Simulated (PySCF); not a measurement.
## Calculated NMR parameters of Cc1nnncc1C(C)C

```yaml
Formula: C7H11N3
SMILES: Cc1nnncc1C(C)C
InChI: InChI=1S/C7H11N3/c1-5(2)7-4-8-10-9-6(7)3/h4-5H,1-3H3
Point_group_of_the_computed_structure: Cs
Degrees_of_unsaturation: 4
Carbon_signals: 6
Proton_signals: 4
```

Atom-mapped SMILES (the numbers label the heavy atoms): `[CH3:1][c:2]1[n:3][n:4][n:5][cH:6][c:7]1[CH:8]([CH3:9])[CH3:10]` (H(Xn): hydrogen on atom n).

Calculated, not measured (PySCF 2.14): shieldings: GIAO PBE0/pcSseg-1, geometry: GFN2-xTB. One averaged value for each set of equivalent atoms, no relativistic terms, in vacuum, single conformer.

Referencing at the same level of theory: 1H (σref 31.72), 13C (σref 186.93) against TMS; NH3 for 15N (σref 267.73).

| carbon | δC, type | δH (multiplicity) | HMBC from (2–3 bonds) | span of the C tensor (ppm) |
| --- | --- | --- | --- | --- |
| C1 | 23.0, CH3 | 2.95 (s) | – | 34 |
| C2 | 159.3, C | – | H(C6), H(C1), H(C8) | 244 |
| C6 | 151.0, CH | 9.03 (s) | H(C8) | 255 |
| C7 | 142.9, C | – | H(C6), H(C1), H(C8), H(C9)/H(C10) | 230 |
| C8 | 30.3, CH | 2.83 (sept) | H(C6), H(C9)/H(C10) | 9 |
| C9/C10 | 25.2, CH3 | 1.31 (d) | H(C8), H(C9)/H(C10) | 36 |

Other nuclei:
```json
{"atoms": "N4", "nucleus": "15N", "environment": "pyridine-type ring nitrogen", "δ (ppm)": "525.5", "σ (ppm)": "-257.8"}
{"atoms": "N3", "nucleus": "15N", "environment": "pyridine-type ring nitrogen", "δ (ppm)": "435.8", "σ (ppm)": "-168.1"}
{"atoms": "N5", "nucleus": "15N", "environment": "pyridine-type ring nitrogen", "δ (ppm)": "431.8", "σ (ppm)": "-164.0"}
```

1. Carbon types of the structure: 2 × C, 2 × CH, 3 × CH3, which accounts for all hydrogens.
2. δC 159.3: substituted aromatic carbon next to a ring nitrogen.
3. δC 151.0: aromatic CH next to a ring nitrogen; the adjacent pyridine-type nitrogen withdraws density from it.
4. δC 142.9: substituted aromatic carbon.
5. δH 9.03: hydrogen on an aromatic CH next to a ring nitrogen; ring current plus the neighbouring ring nitrogen.
6. δH 2.83: hydrogen on an sp3 CH on an aromatic ring; benzylic-type position, deshielded by the ring.

Shifts are as computed. Against solution values, carbons near 30 ppm lie about +3 ppm off and those near 130 ppm about +5 ppm. Of 1211 compounds with measured shifts, 218 miss one by over three times the rms of a fit or turn the order of signals round; such compounds aren't used in these exercises. Experimental scales use liquid or dissolved standards, which lie at an offset from isolated NH3 (liquid NH3: subtract about 20 ppm). Unscaled 15N shifts of sp2 nitrogen come out 20 to 40 ppm too high even then. Multiplicities follow the n + 1 count of equivalent neighbours, as no J values were calculated; m marks all less simple cases, F and P coupling included.
